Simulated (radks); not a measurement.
Removal energies from the nickel ion Ni11+, [Ne] 3s2 3p(1/2: 2, 3/2: 3), by Delta-SCF beside the eigenvalue of the level emptied. All-electron calculation, Dirac Kohn-Sham, PBE, spin-unpolarised, spherical densities, finite nucleus; Fermi nuclear charge, rms radius of each element as measured or else 0.836 A^(1/3) + 0.57 fm. Program: a radial shooting solver on a logarithmic mesh with Libxc functionals. Sub-shells are occupied by j as written (lower j first in brackets).

removed from                                 final configuration  Delta-SCF (eV)  -eigenvalue (eV)
3p3/2                                [Ne] 3s2 3p(1/2: 2, 3/2: 2)          353.40            336.61
3p1/2                                [Ne] 3s2 3p(1/2: 1, 3/2: 3)          356.67            339.74
3s1/2                                [Ne] 3s1 3p(1/2: 2, 3/2: 3)          396.13            379.32
2p3/2         [He] 2s2 2p(1/2: 2, 3/2: 3) 3s2 3p(1/2: 2, 3/2: 3)          1200.9            1154.1
